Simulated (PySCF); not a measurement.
C₃H₆FNSi. Atoms are numbered in the order given.

```xyz
12

N     -2.7402     1.0890    -0.2657
C     -2.1310     0.1095    -0.1591
C     -1.3201    -1.1036    -0.0177
C      0.0537    -0.8421     0.6333
Si     1.1610     0.3772    -0.2865
F      2.6600     0.2193     0.3382
H     -1.1961    -1.5440    -1.0216
H     -1.8993    -1.8338     0.5714
H     -0.0801    -0.4878     1.6690
H      0.6004    -1.7979     0.6986
H      1.2180     0.0192    -1.7304
H      0.7288     1.7836    -0.0985
```

Coordinates come from a B3LYP-D3(BJ)/def2-SVP optimisation. The structure was generated by enumeration, and PubChem lists no compound with its InChIKey, so it may never have been made. Other conformers were not sampled.

These are TDA-PBE/def2-SVPD (PySCF 2.14.0) values and carry that method's errors.

Vertical excitations. The molecule is in vacuum.

Computed UV-visible absorptions:
```json
[
 {"state": "S1", "energy (eV)": "6.81", "λ (nm)": "182", "f": "0.006", "main pairs": "HOMO→LUMO 97 %"},
 {"state": "S2", "energy (eV)": "7.08", "λ (nm)": "175", "f": "0.002", "main pairs": "HOMO−1→LUMO 68 %, HOMO→LUMO+1 25 %"},
 {"state": "S3", "energy (eV)": "7.12", "λ (nm)": "174", "f": "0.005", "main pairs": "HOMO→LUMO+1 73 %, HOMO−1→LUMO 26 %"},
 {"state": "S4", "energy (eV)": "7.25", "λ (nm)": "171", "f": "0.000", "main pairs": "HOMO−2→LUMO 91 %"},
 {"state": "S5", "energy (eV)": "7.39", "λ (nm)": "168", "f": "0.001", "main pairs": "HOMO−3→LUMO 71 %, HOMO→LUMO+2 24 %"},
 {"state": "S6", "energy (eV)": "7.46", "λ (nm)": "166", "f": "0.007", "main pairs": "HOMO−1→LUMO+1 69 %, HOMO→LUMO+2 16 %"},
 {"state": "S7", "energy (eV)": "7.49", "λ (nm)": "165", "f": "0.002", "main pairs": "HOMO−4→LUMO 32 %, HOMO→LUMO+2 28 %, HOMO−3→LUMO 16 %, HOMO−2→LUMO+1 14 %"},
 {"state": "S8", "energy (eV)": "7.56", "λ (nm)": "164", "f": "0.004", "main pairs": "HOMO−4→LUMO 58 %, HOMO→LUMO+2 16 %, HOMO−2→LUMO+1 16 %"},
 {"state": "S9", "energy (eV)": "7.73", "λ (nm)": "160", "f": "0.004", "main pairs": "HOMO−3→LUMO+1 56 %, HOMO−1→LUMO+2 11 %, HOMO−2→LUMO+1 10 %, HOMO→LUMO+3 9 %"},
 {"state": "S10", "energy (eV)": "7.76", "λ (nm)": "160", "f": "0.010", "main pairs": "HOMO−1→LUMO+2 59 %, HOMO−2→LUMO+1 16 %, HOMO→LUMO+3 12 %"},
 {"state": "T1", "energy (eV)": "6.25", "λ (nm)": "198", "f": "0", "main pairs": "HOMO→LUMO 38 %, HOMO→LUMO+2 10 %, HOMO−3→LUMO+2 10 %, HOMO−1→LUMO+1 10 %"},
 {"state": "T2", "energy (eV)": "6.54", "λ (nm)": "190", "f": "0", "main pairs": "HOMO→LUMO 56 %, HOMO−1→LUMO+1 15 %, HOMO−2→LUMO+1 13 %"},
 {"state": "T3", "energy (eV)": "6.69", "λ (nm)": "185", "f": "0", "main pairs": "HOMO→LUMO+1 39 %, HOMO−1→LUMO 27 %, HOMO−3→LUMO+1 6 %, HOMO−1→LUMO+2 6 %"},
 {"state": "T4", "energy (eV)": "6.81", "λ (nm)": "182", "f": "0", "main pairs": "HOMO−2→LUMO 27 %, HOMO−1→LUMO 19 %, HOMO−1→LUMO+1 14 %, HOMO→LUMO+2 11 %"}
]
```
Triplets are in the Tamm–Dancoff approximation.
